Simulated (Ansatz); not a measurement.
Ansatz (a quantum-chemistry and plane-wave program) input:

Ansatz 0.2 input:
```yaml
crystal:
  periodic: [false, false, false]
  atoms:
    - {symbol: I, position_ang: [-0.00000000, -0.00000000, -0.99424154]}
    - {symbol: Br, position_ang: [0.00000000, 0.00000000, 1.50556576]}
basis:
  gaussian:
    orbitals: def2-TZVP
magnetization: {spin_polarized: false}
correlation: {method: mp2, electrons: outside_noble_gas}
relax: {f_tol: 0.003, max_steps: 100}
```

Task: What final total energy does it print?

Result: -2869.37909 Eh (MP2/def2-TZVP). The basis has 98 functions.
